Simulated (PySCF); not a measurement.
Species: MoOCl3 (doublet state).
Bonds: Mo1–O2, Mo1–Cl3, Mo1–Cl4, Mo1–Cl5.

Method: PySCF 2.14.0, PBE0-D3(BJ)/def2-SVP geometry optimisation, gas phase, def2 core potentials past Kr; unrestricted, density fitting, grid level 1; the optimiser is geomeTRIC in internal coordinates, started from a GFN2-xTB structure with every atom displaced at random (about 0.03 Å).

Geometry at step 0:
```
atom  x, y, z in Å
Mo1     0.2784   -0.0795    0.2723
O2     -0.0949   -0.0338    1.8596
Cl3     2.0216    0.0001   -0.7761
Cl4    -1.0104    1.5867   -0.6817
Cl5    -1.1199   -1.5839   -0.7362
```

Question: Give the atomic forces at this geometry.

Answer: 
```
atom  Fx (eV/Å)  Fy (eV/Å)  Fz (eV/Å)
 Mo1     -7.476      0.124      0.355
  O2      0.546      0.002      1.766
 Cl3      6.007      0.227     -2.756
 Cl4      0.541     -0.129      0.384
 Cl5      0.382     -0.224      0.251
```

The largest, 7.48 eV/Å, acts on Mo1; the rms over all components is 2.632 eV/Å. The forces sum to zero within rounding, as they must for an isolated molecule in no field.

Question: Give the force on Mo1 in Eh/bohr and in nN.

Answer: 7.485 eV/Å ÷ 51.422 = 0.14556 Eh/bohr, and 7.485 eV/Å × 1.602 = 11.99 nN.

Question: How far is this geometry from the end of the optimisation?

Answer: 0.932 eV above it, and 0.176 Å rms away after alignment. The bonds farthest from their final lengths, with half the difference of the two atoms' forces along the bond (positive lengthens):

```csv
bond,now (Å),final (Å),force along bond (eV/Å)
Mo1–Cl3,2.036,2.261,+6.58
Mo1–Cl4,2.312,2.254,-2.33
Mo1–Cl5,2.288,2.262,-2.26
Mo1–O2,1.631,1.642,-0.23
```

The angle farthest from its final value is O2–Mo1–Cl3, 134.1° against 115.9°.

Of the 4 listed bonds off by 0.010 Å or more, this force points towards the final length in 3.

The cost below is that of the whole optimisation. On one thread of an Arm Neoverse V1, no GPU, shared host with 32 logical CPUs at a one-minute load of 15, this took 2.0 min wall and 0.44 GiB of memory at its peak.
